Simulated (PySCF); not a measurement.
## Ionising GaGe

PBE0; basis Ga pcseg-1, Ge pcseg-1; no relativity; PySCF 2.14. Neutral (UKS): quartet (σ ↑, π ↑↑), Re = 2.478 Å, ωe = 223 cm⁻¹, De = 2.43 eV, HOMO -5.68 eV, LUMO -2.78 eV.

GaGe⁺ (UKS): triplet (σ ↑, π ↑), Re = 2.891 Å, ωe = 116 cm⁻¹, De = 1.03 eV to Ga⁺ + Ge. The energies at the minima are -4000.84504 hartree for GaGe and -4000.57253 for GaGe⁺.

(1) Work out the adiabatic ionisation energy, without and with harmonic zero-point energies (1 hartree = 27.2114 eV, 1 eV = 8065.5 cm⁻¹), and the change of the bond length.

Spin–orbit coupling is left out. For an ion De counts to the pair picked by the measured ionisation energies or electron affinities, which need not be the lowest pair at this level. States were picked by a PBE0 search and need not be the measured ground states.

## Answers

(1) At PBE0: 0.27251 hartree = 7.415 eV between the minima; the zero-point term (116.0 − 223.0)/2 cm⁻¹ = -0.007 eV makes it 7.409 eV. Re changes by +41.3 pm against the neutral. The electron leaves a π orbital, and the ion is left as a loose complex of an ion and an atom.
